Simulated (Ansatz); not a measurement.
Basis-set series for `C[N](C)[Ga]([NH2])[N](C)C`. The species carries charge 0 and has multiplicity 1. The geometry is a stationary point of PBE0-D4/def2-TZVP. It is one conformer, not always the lowest.

```xyz
22

C    -0.315    1.600   -1.713
N     0.762    1.044   -0.942
C     2.057    1.502   -1.368
Ga    0.554   -0.057    0.496
N     1.961   -0.249    1.645
N    -0.968   -1.030    0.749
C    -1.311   -1.608    2.019
C    -1.904   -1.362   -0.290
H    -0.270    1.293   -2.770
H    -0.293    2.702   -1.700
H    -1.284    1.292   -1.316
H     2.250    1.249   -2.422
H     2.849    1.040   -0.774
H     2.160    2.595   -1.277
H     1.890   -0.843    2.454
H     2.587    0.519    1.823
H    -1.338   -2.708    1.978
H    -0.589   -1.322    2.788
H    -2.302   -1.275    2.364
H    -2.014   -2.452   -0.399
H    -1.575   -0.973   -1.256
H    -2.908   -0.957   -0.089
```

```
functional       basis  functions  energy (Eh)  HOMO (eV)  LUMO (eV)
   PBE0-D4    def2-SVP        200  -2248.88152      -5.56       0.63
   PBE0-D4  def2-QZVPP        908  -2249.55627      -5.74       0.04
   ωB97M-V    def2-SVP        200  -2249.22735      -7.84       2.33
   ωB97M-V  def2-QZVPP        908  -2249.91662      -8.02       1.35
```

(1) Give the rows for def2-TZVPP. (An estimate is asked.)

Results:

(1) Ansatz gave: 
| functional | basis | functions | energy (Eh) | HOMO (eV) | LUMO (eV) |
| --- | --- | --- | --- | --- | --- |
| PBE0-D4 | def2-TZVPP | 461 | -2249.49287 | -5.70 | 0.33 |
| ωB97M-V | def2-TZVPP | 461 | -2249.85515 | -7.99 | 1.92 |

Positive LUMOs are unbound and depend on the basis. Scalar relativity is left out up to krypton.
